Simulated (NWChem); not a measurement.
System: SiH2Cl2; SMILES Cl[SiH2]Cl

Here is an NWChem input.

```
start job
memory heap 200 mb stack 900 mb global 1100 mb
geometry units angstroms noautoz
  Si     0.000000     0.000000    -0.757262
  Cl    -1.683953     0.000000     0.422027
  Cl     1.683953     0.000000     0.422027
  H      0.000000     1.233028    -1.581913
  H      0.000000    -1.233028    -1.581913
end
basis spherical
  * library 3-21g
end
dft
  xc b3lyp
  iterations 150
  mulliken
end
task dft energy
```

Geometry: optimised at PBE0/def2-SVP. B3LYP is NWChem's, with the RPA form of VWN correlation.

Q: Predict the main results of this run. (B3LYP/3-21G.) Quantities: basis functions; energy (Ha); highest occupied level (eV); orbital gap (eV); dipole (D).

A: 
```json
{
  "number_of_basis_functions": "43",
  "energy (Ha)": "-1205.22",
  "highest occupied level (eV)": "-9.03",
  "orbital gap (eV)": "8.40",
  "dipole (D)": "2.32"
}
```
